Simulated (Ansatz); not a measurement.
All numbers were calculated with Ansatz.

C2H8OSn, SMILES `OC[CH2][SnH3]` at its PBE0-D4/def2-TZVP geometry, where that method's forces vanish. The species carries charge 0 and has multiplicity 1. Sn: def2 effective core potential.

```tsv
atom	x (Å)	y (Å)	z (Å)
O1	1.493	0.456	-1.869
C2	0.692	0.671	-0.720
C3	0.083	-0.647	-0.315
Sn4	-1.171	-0.491	1.422
H5	1.884	1.293	-2.132
H6	-0.100	1.403	-0.936
H7	1.299	1.076	0.102
H8	0.871	-1.373	-0.099
H9	-0.521	-1.049	-1.132
H10	-2.459	0.591	1.118
H11	-1.808	-2.026	1.814
H12	-0.264	0.096	2.748
```

**Question.** For each bond, give half the difference of the two atoms' forces along it (eV/Å; positive pushes the atoms apart) under PBE-D4, r2SCAN-D4, B3LYP-D4, ωB97M-V in def2-TZVPP. (Best estimate.)

**Answer.** The calculation gave: 
| bond | length (Å) | PBE-D4 | r2SCAN-D4 | B3LYP-D4 | ωB97M-V |
| --- | --- | --- | --- | --- | --- |
| O1–C2 | 1.417 | 0.35 | 0.33 | 0.33 | 0.25 |
| O1–H5 | 0.961 | 0.39 | 0.01 | -0.05 | -0.11 |
| C2–C3 | 1.507 | -0.03 | 0.04 | 0.07 | 0.16 |
| C2–H6 | 1.100 | 0.07 | -0.07 | -0.13 | -0.14 |
| C2–H7 | 1.100 | 0.07 | -0.07 | -0.13 | -0.14 |
| C3–Sn4 | 2.148 | 0.07 | 0.08 | 0.19 | -0.03 |
| C3–H8 | 1.093 | 0.10 | -0.04 | -0.12 | -0.08 |
| C3–H9 | 1.093 | 0.10 | -0.04 | -0.12 | -0.08 |
| Sn4–H10 | 1.710 | 0.07 | -0.03 | 0.00 | -0.06 |
| Sn4–H11 | 1.707 | 0.07 | -0.02 | -0.01 | -0.07 |
| Sn4–H12 | 1.710 | 0.07 | -0.03 | 0.00 | -0.06 |

B3LYP here is the variant with VWN-RPA as its local correlation; programs differ in this.
